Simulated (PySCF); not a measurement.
SMILES C[O][Ge][CH3], CAM-B3LYP/def2-SVP optimised geometry.

```
10

Ge    -0.97    -1.23     0.00
C     -1.33     0.74     0.00
H     -2.42     0.92     0.00
H     -0.90     1.23    -0.89
H     -0.90     1.23     0.89
O      0.81    -1.23     0.00
C      1.76    -0.21     0.00
H      1.32     0.80     0.01
H      2.42    -0.30     0.88
H      2.41    -0.29    -0.89
```

Density from CAM-B3LYP/def2-TZVP (PySCF) at that geometry.

Minimum of the electron density along straight lines between bonded atoms, close to the bond critical point (lines longer than 1.1 times the sum of covalent radii, or with two minima, are not listed):

```csv
bond,length / Å,ρ at the minimum / e bohr⁻³,∇²ρ there / e bohr⁻⁵,position (fraction from the first atom)
Ge1–C2,2.006,0.118,0.08,0.47
C2–H3,1.101,0.268,-0.88,0.64
C2–H4,1.103,0.264,-0.86,0.64
C2–H5,1.103,0.264,-0.86,0.64
Ge1–O6,1.781,0.136,0.67,0.48
O6–C7,1.400,0.266,-0.59,0.65
C7–H8,1.103,0.278,-0.96,0.65
C7–H9,1.103,0.278,-0.97,0.65
C7–H10,1.103,0.278,-0.97,0.65
```
